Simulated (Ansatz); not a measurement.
```yaml
crystal:
  periodic: [false, false, false]
  atoms:
    - {symbol: Si, position_ang: [-2.315528, 0.946582, 0.084891]}
    - {symbol: Sn, position_ang: [0.164731, 0.341597, -0.193341]}
    - {symbol: Si, position_ang: [1.482442, 0.193521, 2.005965]}
    - {symbol: Si, position_ang: [0.624189, -1.571420, -1.843927]}
    - {symbol: Cl, position_ang: [1.084115, 2.240348, -1.269489]}
    - {symbol: H, position_ang: [-2.437978, 2.171365, 0.915650]}
    - {symbol: H, position_ang: [-3.021019, -0.177033, 0.758190]}
    - {symbol: H, position_ang: [-2.923780, 1.178988, -1.249737]}
    - {symbol: H, position_ang: [2.927111, 0.019182, 1.709701]}
    - {symbol: H, position_ang: [1.275079, 1.434367, 2.794970]}
    - {symbol: H, position_ang: [0.996530, -0.974398, 2.789199]}
    - {symbol: H, position_ang: [0.105239, -2.844171, -1.274392]}
    - {symbol: H, position_ang: [2.087215, -1.693719, -2.067075]}
    - {symbol: H, position_ang: [-0.061448, -1.294308, -3.131706]}
basis:
  gaussian: {orbitals: def2-TZVPD, final_grid: {core_spheres: 1, valence_spheres: 1, degree: 1}}
magnetization: {spin_polarized: true, initial_magnetization: 2}
hamiltonian: {xc: {name: PBE}}
correlation: {electrons: all}
scf: {lower_state_search: off}
```

```sh
$ ansatz run in.yaml --threads 4 --pin off --events-out ev --progress --plain --max-ram 11315MiB
```

Problem. How does Ansatz answer? (Best estimate.)

Solution. Computed: The input was rejected before any iteration.
```
Error: invalid value for `correlation`: name a method or an active space
```
